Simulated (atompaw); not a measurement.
# u(r) = r·R(r): atom against pseudo-atom (nickel)

Columns: radius, all-electron u(r) and pseudo u(r) of the 3d shell (level -8.87 eV) of nickel in the configuration [Ar] 3d8 4s2 4p0; PBE, scalar-relativistic, PAW (atompaw) scheme, atompaw 4.2.0.5.

```tsv
r (bohr)	all-electron	pseudo
0.115	0.1273	0.0024
0.231	0.4501	0.0184
0.346	0.7333	0.0577
0.462	0.9061	0.1249
0.577	0.9756	0.2154
0.692	0.9747	0.3198
0.808	0.9327	0.4253
0.923	0.8709	0.5152
1.038	0.8013	0.5790
1.154	0.7303	0.6103
1.269	0.6625	0.6089
1.385	0.5987	0.5811
1.500	0.5407	0.5373
1.615	0.4879	0.4878
1.731	0.4399	0.4399
1.846	0.3970	0.3970
1.962	0.3581	0.3581
2.077	0.3235	0.3235
2.192	0.2923	0.2923
2.308	0.2641	0.2641
2.423	0.2389	0.2389
2.538	0.2162	0.2162
2.654	0.1956	0.1956
2.769	0.1771	0.1771
2.885	0.1603	0.1603
3.000	0.1452	0.1452
```

Task: How many radial nodes do the two functions have?

Result: The all-electron 3d function has n − l − 1 = 0; the pseudo-wave has 0.

Task: At about which radius was the pseudo-wave matched?

Result: 1.75 bohr. The columns agree to 0.0005 from 1.61 bohr on; several derivatives are matched, so the curves merge somewhat inside the radius.

Task: Is the pseudo-wave norm-conserving?

Result: No, it belongs to a PAW set: the norm inside the radius is not constrained, and the difference is carried by the augmentation charge.
